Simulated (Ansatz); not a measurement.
Consider the stannylene formation by 1,1-elimination: `[OH][Sn]([F])([F])[SiH3]` → `[F][Sn][F]` + `O[SiH3]`.

Program: Ansatz. Geometries: PBE0-D4/def2-TZVP. ΔE: electronic, gas phase. CCSD(T)/CBS adds triple-zeta CCSD(T) − MP2 to the extrapolated MP2 energy (def2 sets, frozen cores). Elements past krypton have def2 core potentials. For Sn outer-core shells are correlated without core-valence functions, which leaves a few kJ/mol of doubt a bond. One conformer a species, not always the lowest.

| species | CCSD(T)/CBS(def2) energy (Eh) |
| --- | --- |
| `[OH][Sn]([F])([F])[SiH3]` | -780.36593 |
| `[F][Sn][F]` | -413.70076 |
| `O[SiH3]` | -366.69042 |

Task: Work out ΔE.

Result: ΔE = (-413.70076) + (-366.69042) − (-780.36593) = -0.02525 Eh = -0.69 eV.

Largest T1 diagnostic among the species: 0.017.

At CCSD(T), def2-SVP lies +0.08 eV from the extrapolated value and def2-TZVPP −0.01 eV. The D4 term adds +0.13 eV with B3LYP and +0.08 eV with PBE0; it sums over pairs of atoms, weighted by their polarisabilities, and B3LYP, whose exchange is more repulsive, gets the larger term. Leaving LDA and LC-ωPBE aside and taking each functional with its dispersion term where it has one, the values, not all of them listed here, spread over 0.37 eV, from BLYP-D4 to PBE0-D4. LDA lies +0.26 eV from PBE without D4.

B3LYP here is the variant with VWN-RPA as its local correlation; programs differ in this.
